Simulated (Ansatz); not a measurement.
`O[SiH](O)[SiH](Cl)Cl` + `C=C[SiH3]` → `O[SiH](O)/C=C/[SiH3]` + dichlorosilane  (formal exchange of groups at the Si–Si bond)

Calculated with Ansatz (gas phase, PBE0-D4/def2-TZVP geometries, no zero-point term in ΔE). CBS: MP2 limit from def2 TZ/QZ plus the TZ coupled-cluster correction, frozen cores. Functionals use def2-TZVPP. B3LYP here is the variant with VWN-RPA as its local correlation; programs differ in this. Each species was taken in one conformer, which may not be the lowest.

`O[SiH](O)[SiH](Cl)Cl`:

```xyz
10

O    -1.633    0.931   -0.462
Si   -0.084    0.480   -0.749
O     1.033    1.632   -0.402
Si    0.471   -1.263    0.721
Cl   -0.509   -0.827    2.486
Cl   -0.243   -3.044   -0.009
H    -1.908    1.002    0.455
H    -0.061    0.112   -2.184
H     1.035    2.443   -0.913
H     1.897   -1.466    1.058
```

`C=C[SiH3]`:

Cartesian coordinates in Å:
```
C -0.476 1.392 0.470
C 0.407 0.593 -0.123
Si 0.169 -1.244 -0.283
H -1.397 1.006 0.898
H -0.321 2.464 0.555
H 1.311 1.042 -0.533
H 0.157 -1.653 -1.714
H -1.125 -1.620 0.347
H 1.275 -1.982 0.384
```

`O[SiH](O)/C=C/[SiH3]`:

Z-matrix (Å, degrees):
```
Si
O 1 1.645
C 1 1.850 2 108.5
O 1 1.639 2 112.6 3 116.5
H 1 1.492 2 107.4 3 -122.5
H 2 0.957 1 117.2 3 129.5
C 3 1.338 1 122.5 2 -10.5
H 3 1.091 1 118.6 2 169.6
H 4 0.958 1 118.4 2 65.7
Si 7 1.863 3 123.7 1 179.9
H 7 1.091 3 117.8 1 0.7
H 10 1.489 7 110.6 3 121.0
H 10 1.486 7 109.1 3 0.7
H 10 1.488 7 110.7 3 -119.9
```

`Cl[SiH2]Cl`:

Z-matrix (Å, degrees):
```
Si
Cl 1 2.040
Cl 1 2.040 2 110.1
H 1 1.476 2 108.5 3 -118.6
H 1 1.476 2 108.5 3 118.6
```

Problem. Is it downhill or uphill in electronic energy at CCSD(T)/CBS, and by how much? (Estimate.)

Solution. Ansatz gave: Downhill: ΔE = -0.14 eV.

Problem. What do these levels give: r2SCAN-D4, PBE0-D4, B3LYP-D4, ωB97M-V, HF/def2-TZVPP, MP2/def2-TZVPP, CCSD(T)/def2-TZVPP, HF/def2-QZVPP, MP2/def2-QZVPP, SCS-MP2/def2-QZVPP, HF/CBS(def2), CCSD/CBS(def2)? (Estimate.)

Solution. Computed: r2SCAN-D4 -0.10, PBE0-D4 -0.04, B3LYP-D4 -0.07, ωB97M-V -0.16, HF/def2-TZVPP -0.23, MP2/def2-TZVPP -0.21, CCSD(T)/def2-TZVPP -0.16, HF/def2-QZVPP -0.24, MP2/def2-QZVPP -0.20, SCS-MP2/def2-QZVPP -0.20, HF/CBS(def2) -0.24, CCSD/CBS(def2) -0.15 eV.

Largest T1 diagnostic among the species: 0.012.

From PBE to PBE0 (25 % exact exchange), in def2-TZVPP and without D4, ΔE moves by −0.05 eV. The D4 term adds +0.04 eV with B3LYP and +0.02 eV with PBE0; it sums over pairs of atoms, weighted by their polarisabilities, and B3LYP, whose exchange is more repulsive, gets the larger term.
